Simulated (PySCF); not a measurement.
Al2H4O4, SMILES [OH][Al]([OH])[Al]([OH])[OH]. Atoms are numbered in the order given.

```xyz
10

Al     0.0000     0.0000     1.2569
O     -1.0582     1.0582     2.0855
O      1.0582    -1.0582     2.0855
Al     0.0000     0.0000    -1.2569
O     -1.0582    -1.0582    -2.0855
O      1.0582     1.0582    -2.0855
H     -1.1749     1.1749     3.0324
H      1.1749    -1.1749     3.0324
H     -1.1749    -1.1749    -3.0324
H      1.1749     1.1749    -3.0324
```

Coordinates come from a B3LYP-D3(BJ)/def2-SVP optimisation. The structure was generated by enumeration; whether it is a known compound was not checked. The values are those of a single conformer.

The numbers are results of PBE0/def2-TZVP (PySCF), not measurements.

Symmetry labels are those of the subgroup D2 that the program uses (full group D2d).

List the valence orbital energies around the gap with their symmetry. (The exact figures need the calculation; the answer reports its results.)


```tsv
orbital	symmetry	energy (eV)
HOMO−7	A	-10.08
HOMO−6	B2	-9.30
HOMO−5	B3	-9.30
HOMO−4	B2	-8.90
HOMO−3	B3	-8.90
HOMO−2	A	-8.82
HOMO−1	B1	-8.79
HOMO	A	-7.88
LUMO	B2	-0.62
LUMO+1	B3	-0.62
LUMO+2	B1	-0.27
LUMO+3	A	0.65
```
